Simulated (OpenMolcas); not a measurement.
Co2+, Rh2+, Ir2+: d⁷ down the group

```yaml
Program: OpenMolcas 26.06
Method: SS-CASPT2, IPEA 0.25 Eh, imaginary shift 0.1 Eh
Basis: ANO-RCC-VQZP
Scalar_Hamiltonian: DKH2, point nucleus
Spin-orbit_coupling: state interaction with AMFI integrals over the reference wave functions, term energies averaged over their components
```

Active space for each ion: 7 electrons in 6 orbitals (d s); closed shells correlated by CASPT2: Co2+ 3s 3p; Rh2+ 4s 4p; Ir2+ 5s 5p.

Computed levels in cm-1 above ⁴F_9/2:

```tsv
Level	Co2+	Rh2+	Ir2+
⁴F_7/2	890	2250	8050
⁴P_5/2	15190	11240	12170
⁴P_1/2	15860	12720	16180
²G_9/2	16380	13060	16360
²G_7/2	17230	15210	20900
²P_1/2	19950	18250	27940
²D_5/2(1)	22510	18400	24020
²H_11/2	22530	17850	21890
²H_9/2	23280	20070	29880
weight of ⁴F in the lowest level (%)	100	97	84
```

Mixed levels, with the weight of the term that names them: Ir2+ ⁴P_5/2 (61 %), Ir2+ ⁴P_1/2 (75 %), Ir2+ ²G_9/2 (51 %), Ir2+ ²G_7/2 (64 %), Ir2+ ²P_1/2 (62 %), Ir2+ ²D_5/2(1) (66 %), Ir2+ ²H_9/2 (74 %).

Measured, with the error of the calculation in %. Measured levels: Co2+ from Sugar and Corliss, J. Phys. Chem. Ref. Data 10, 1097 (1981); Rh2+ from the list in Shadmi, J. Res. Natl. Bur. Stand. 70A, 435 (1966).

| Level | Co2+ | Rh2+ |
| --- | --- | --- |
| ⁴F_7/2 | 841 (+5.8) | 2148 (+4.7) |
| ⁴P_5/2 | 15202 (-0.1) | 11062 (+1.6) |
| ⁴P_1/2 | 15811 (+0.3) |  |
| ²G_9/2 | 16978 (-3.5) |  |
| ²G_7/2 | 17766 (-3.0) |  |
| ²D_5/2(1) | 23059 (-2.4) |  |
| ²H_11/2 | 22720 (-0.9) |  |
| ²H_9/2 | 23434 (-0.7) |  |

The fine-structure level ⁴F_7/2 changes by a factor of 9.04 from Co2+ to Ir2+.

Without spin-orbit coupling ⁴P lies 14600, 9800, 6680 cm-1 above ⁴F in that order; the difference to the level ⁴P_5/2, of either sign, comes from spin-orbit coupling, which also lowers the zero.

Term energies are means over components that CASPT2 splits; among the terms shown or strongly mixed into the levels shown the widest spread is 600 cm-1 (4d⁷ ⁴F, Rh2+). Terms from blocks run as CI alone lack orbitals of their own. The CASPT2 spread within a term exceeds the gap to the next term for 3d⁷ ²H and 3d⁷ ²D(1), so the order of their levels is uncertain (holds for Co2+). Some high roots are left out of the spin-orbit mixing, which shifts the levels that they would mix with (holds for Ir2+). Configurations are named by rounded mean occupations; where the s occupation lies near a half they are strongly mixed, a name can repeat and a true partner stay unpaired (holds for Ir2+). Measured partners are found by configuration, term and J. A level has none where our copy of the source lacks it or the pairing is in doubt (some pairs that miss far off the trend of their configuration count as doubtful), and it then counts in no deviation. Only configurations of the active space appear.

A number in round brackets counts repeated terms of one configuration in the order of the reference energies.
